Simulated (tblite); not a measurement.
Compound: arsenate(V) anion, AsO₄ (charge -3).
SMILES: `O=[As]([O-])([O-])[O-]`

All values are computed: GFN2-xTB (tblite) harmonic vibrations without scaling, gas phase. This tight-binding method is rough: wavenumbers can miss measured ones by several per cent, in bad cases by 10 to 20. Multiply charged ions are computed bare, without counter-ions or solvent.

Harmonic wavenumbers (cm⁻¹): 291.3, 291.3, 343.7, 343.7, 343.7, 571.6, 571.7, 571.7, 615.4.

A = 3937, B = 3937, C = 3936 MHz; mass 138.901 u (most abundant isotopes); point group Td, symmetry number 12.

What is the zero-point energy?

½Σν̃ = 1972 cm⁻¹ = 5.64 kcal/mol.

Give the ideal-gas entropy at 273.15 K and 1 bar in the rigid-rotor, harmonic-oscillator model (classical rotation).

Translation 40.29, rotation 20.87, vibration 7.39: S = 68.5 cal/(mol K).

And Cp and H(273.15 K) − H(0)?

Cp = 19.62 cal/(mol K), of which vibrations give 11.68 (their classical limit is 9 R = 17.9); H(273.15 K) − H(0) = 3.53 kcal/mol without the zero-point energy, 1.36 from vibrations.

What must be added to the electronic energy to get the Gibbs energy at 273.15 K and 1 bar?

ZPE + [H(273.15 K) − H(0)] − T·S = 5.64 + 3.53 − 18.72 = -9.55 kcal/mol.

Which modes carry the vibrational entropy at 273.15 K?

291.3 cm⁻¹: 1.32; 291.3 cm⁻¹: 1.32; 343.7 cm⁻¹: 1.06; 343.7 cm⁻¹: 1.06; 343.7 cm⁻¹: 1.06; 571.6 cm⁻¹: 0.41 cal/(mol K); the other 3 give 1.16 together.

How do the functions run with temperature in this model?

| T (K) | S (cal/(mol K)) | Cp (cal/(mol K)) | H − H(0) (kcal/mol) | G − H(0) (kcal/mol) | ln q(vib) |
| --- | --- | --- | --- | --- | --- |
| 50 | 47.7 | 8.0 | 0.40 | -1.99 | 0.00 |
| 100 | 53.8 | 10.2 | 0.84 | -4.53 | 0.05 |
| 298.15 | 70.3 | 20.4 | 4.03 | -16.93 | 1.45 |
| 373.15 | 75.1 | 22.0 | 5.62 | -22.38 | 2.16 |
| 500 | 81.7 | 23.5 | 8.52 | -32.34 | 3.36 |
| 750 | 91.5 | 24.7 | 14.58 | -54.08 | 5.47 |
| 1000 | 98.7 | 25.2 | 20.83 | -77.90 | 7.24 |

q(vib) and H(0) count from the zero-point level.

Hindered rotation and anharmonicity are outside this model.

Time: under 0.1 s of wall time. Hardware: one thread of an Arm Neoverse V1, no GPU (shared host). This covers the Hessian and the dipole derivatives.
